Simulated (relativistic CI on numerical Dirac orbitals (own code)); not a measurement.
# Line list: Electric-dipole lines, Tb XVII

These numbers are calculated, not measured: Dirac-Coulomb-Breit CI, KLI orbitals optimised for each configuration, model QED (radiative potential, 1s self-energy scaled to tabulated hydrogen-like ionisation energies), unscaled Slater integrals (own radial code, finite nucleus).

Configurations in the expansion (outside the closed core [Kr]): 4d10.4f3, 4d10.4f2.5s, 4d10.4f.5s2, 4d10.4f.5s.5p, 4d10.4f2.5p, 4d10.4f.5p2, 4d10.4f.5s.5d, 4d9.4f4, 4d10.4f2.5d, 4d10.4f.5p.5d, 4d9.4f2.5s2, 4d10.4f.5d2, 4d10.4f2.6s, 4d10.4f2.5f, 4d9.4f3.5s, 4d10.4f2.6p. Levels of other configurations are missing.

| λ vac (Å) | Lower | Upper | A (s⁻¹) | gf | Branching (%) |
| --- | --- | --- | --- | --- | --- |
| 120.98 | 4d10.4f3 4I°_11/2 [2] | 4d10.4f2.5d 4G_9/2 [181] | 2.00e+10 | 4.39e-01 | 16.3 |
| 121.27 | 4d10.4f3 4I°_9/2 [1] | 4d10.4f2.5d 4G_7/2 [171] | 1.64e+10 | 2.89e-01 | 13.5 |
| 121.38 | 4d10.4f3 4I°_15/2 [4] | 4d10.4f2.5d 4H_13/2 [200] | 4.89e+10 | 1.51e+00 | 39.5 |
| 121.65 | 4d10.4f3 4I°_13/2 [3] | 4d10.4f2.5d 4H_11/2 [184] | 4.53e+10 | 1.21e+00 | 34.7 |
| 121.87 | 4d10.4f3 4I°_15/2 [4] | 4d10.4f2.5d 4I_15/2 [192] | 2.74e+10 | 9.77e-01 | 29.7 |
| 122.10 | 4d10.4f3 4I°_11/2 [2] | 4d10.4f2.5d 4H_9/2 [172] | 6.00e+10 | 1.34e+00 | 41.2 |
| 122.24 | 4d10.4f3 4I°_11/2 [2] | 4d10.4f2.5d 4I_11/2 [170] | 1.97e+10 | 5.28e-01 | 17.4 |
| 122.29 | 4d10.4f3 4I°_13/2 [3] | 4d10.4f2.5d 4H_11/2 [176] | 3.87e+10 | 1.04e+00 | 29.0 |
| 122.39 | 4d10.4f3 4I°_15/2 [4] | 4d10.4f2.5d 4H_13/2 [185] | 3.50e+10 | 1.10e+00 | 28.4 |
| 122.47 | 4d10.4f3 4I°_9/2 [1] | 4d10.4f2.5d 4H_7/2 [165] | 7.36e+10 | 1.32e+00 | 41.3 |
| 122.58 | 4d10.4f3 4I°_13/2 [3] | 4d10.4f2.5d 4I_13/2 [174] | 3.44e+10 | 1.09e+00 | 26.3 |
| 122.73 | 4d10.4f3 4I°_15/2 [4] | 4d10.4f2.5d 4K_15/2 [180] | 1.38e+10 | 4.99e-01 | 13.4 |
| 123.26 | 4d10.4f3 4I°_11/2 [2] | 4d10.4f2.5d 4I_11/2 [166] | 2.43e+10 | 6.64e-01 | 19.6 |
| 123.58 | 4d10.4f3 4I°_9/2 [1] | 4d10.4f2.5d 4I_9/2 [163] | 3.62e+10 | 8.28e-01 | 27.1 |
| 123.72 | 4d10.4f3 2H°_9/2 [6] | 4d10.4f2.5d 2F_7/2 [187] | 4.60e+10 | 8.44e-01 | 28.4 |
| 124.43 | 4d10.4f3 2H°_9/2 [6] | 4d10.4f2.5d 2H_9/2 [177] | 2.39e+10 | 5.55e-01 | 19.4 |
| 214.54 | 4d10.4f2.5p 4G°_11/2 [75] | 4d10.4f2.5d 4F_9/2 [198] | 3.98e+10 | 2.75e+00 | 29.0 |
| 218.90 | 4d10.4f2.5p 4I°_9/2 [68] | 4d10.4f2.5d 4K_11/2 [164] | 7.44e+10 | 6.42e+00 | 77.9 |
| 219.17 | 4d10.4f2.5p 4G°_5/2 [72] | 4d10.4f2.5d 4H_7/2 [173] | 5.08e+10 | 2.93e+00 | 48.6 |
| 219.42 | 4d10.4f2.5p 4I°_11/2 [71] | 4d10.4f2.5d 4K_13/2 [169] | 6.87e+10 | 6.94e+00 | 72.0 |
| 219.68 | 4d10.4f2.5p 4H°_7/2 [69] | 4d10.4f2.5d 4H_7/2 [165] | 5.15e+10 | 2.98e+00 | 28.9 |
| 220.08 | 4d10.4f2.5p 4H°_13/2 [77] | 4d10.4f2.5d 4K_15/2 [180] | 6.23e+10 | 7.23e+00 | 60.2 |
| 220.43 | 4d10.4f2.5p 4I°_9/2 [68] | 4d10.4f2.5d 4I_9/2 [163] | 4.49e+10 | 3.27e+00 | 33.6 |
| 221.00 | 4d10.4f2.5p 4G°_11/2 [75] | 4d10.4f2.5d 4I_13/2 [174] | 2.75e+10 | 2.82e+00 | 21.0 |
| 222.20 | 4d10.4f2.5p 4H°_9/2 [70] | 4d10.4f2.5d 4I_11/2 [166] | 3.25e+10 | 2.89e+00 | 26.3 |
| 222.26 | 4d10.4f2.5p 4I°_11/2 [71] | 4d10.4f2.5d 4I_11/2 [166] | 4.01e+10 | 3.57e+00 | 32.5 |
| 222.38 | 4d10.4f2.5p 4H°_13/2 [77] | 4d10.4f2.5d 4I_13/2 [174] | 3.95e+10 | 4.10e+00 | 30.2 |
| 223.28 | 4d10.4f2.5p 4H°_7/2 [69] | 4d10.4f2.5d 4I_9/2 [163] | 3.48e+10 | 2.60e+00 | 26.1 |
| 254.18 | 4d10.4f2.5p 4H°_11/2 [93] | 4d10.4f2.5d 4H_13/2 [185] | 3.77e+10 | 5.11e+00 | 30.6 |
| 254.60 | 4d10.4f2.5p 4G°_11/2 [97] | 4d10.4f2.5d 4H_13/2 [200] | 3.92e+10 | 5.34e+00 | 31.7 |
| 256.21 | 4d10.4f2.5p 4I°_13/2 [95] | 4d10.4f2.5d 4I_15/2 [192] | 5.41e+10 | 8.51e+00 | 58.5 |
| 293.34 | 4d10.4f.5s2 2F°_7/2 [67] | 4d10.4f.5s.5p 2D_5/2 [160] | 3.72e+10 | 2.88e+00 | 95.0 |
| 294.90 | 4d10.4f.5s2 2F°_5/2 [66] | 4d10.4f.5s.5p 2G_7/2 [157] | 2.57e+10 | 2.68e+00 | 68.1 |
| 297.73 | 4d10.4f.5s2 2F°_7/2 [67] | 4d10.4f.5s.5p 2G_9/2 [159] | 3.82e+10 | 5.08e+00 | 97.1 |
| 307.60 | 4d10.4f.5s2 2F°_5/2 [66] | 4d10.4f.5s.5p 2F_5/2 [155] | 3.04e+10 | 2.59e+00 | 94.9 |
| 309.64 | 4d10.4f2.5s 2I_11/2 [61] | 4d10.4f2.5p 2H°_9/2 [133] | 2.05e+10 | 2.94e+00 | 98.5 |
| 316.46 | 4d10.4f2.5s 2I_13/2 [60] | 4d10.4f2.5p 2K°_15/2 [131] | 2.14e+10 | 5.14e+00 | 100.0 |
| 318.98 | 4d10.4f2.5s 4F_9/2 [49] | 4d10.4f2.5p 4G°_11/2 [113] | 1.14e+10 | 2.08e+00 | 56.2 |
| 322.80 | 4d10.4f2.5s 4H_13/2 [45] | 4d10.4f2.5p 4I°_15/2 [104] | 2.01e+10 | 5.03e+00 | 100.0 |
| 324.19 | 4d10.4f2.5s 2G_9/2 [54] | 4d10.4f2.5p 2H°_11/2 [116] | 1.80e+10 | 3.41e+00 | 90.3 |
| 324.55 | 4d10.4f2.5s 2H_9/2 [46] | 4d10.4f2.5p 2I°_11/2 [102] | 1.03e+10 | 1.95e+00 | 50.5 |
| 325.68 | 4d10.4f2.5s 4H_11/2 [42] | 4d10.4f2.5p 4I°_13/2 [95] | 1.46e+10 | 3.25e+00 | 76.0 |
| 326.57 | 4d10.4f2.5s 4H_9/2 [41] | 4d10.4f2.5p 4H°_11/2 [93] | 1.16e+10 | 2.23e+00 | 61.9 |
| 328.53 | 4d10.4f2.5s 2H_11/2 [52] | 4d10.4f2.5p 2I°_13/2 [109] | 1.11e+10 | 2.50e+00 | 54.7 |
| 336.22 | 4d10.4f2.5s 2I_11/2 [61] | 4d10.4f2.5p 2I°_13/2 [120] | 1.00e+10 | 2.38e+00 | 55.3 |

Terms are leading LS components. Brackets give the number of a level in order of energy, since labels repeat. The list gives strong lines, with weight on those to low levels, without lines whose two gauges differ by over a factor of 2.5, among the lowest 200 of 2603 levels, so that lines to higher ones, which can be the strongest, are missing. Levels whose partners in the same complex of configurations lie outside the list can be far off, and so can their lines. Rates are taken at the computed energies, electric ones in the length gauge.

At this charge transitions that keep the count of f electrons are usually good to a few per cent. Terms inside the open d or f shell come out 10 to 20 % too wide with unscaled integrals. Levels that differ in their count of f electrons can be misplaced by several ten thousand cm⁻¹, since the correlation energy of f electrons is missing or only estimated; rates across such gaps can be off by orders of magnitude.

LS names give the leading component of a level, which can be under half, so a name can repeat, a term be missing and a line seem to break the LS rules.
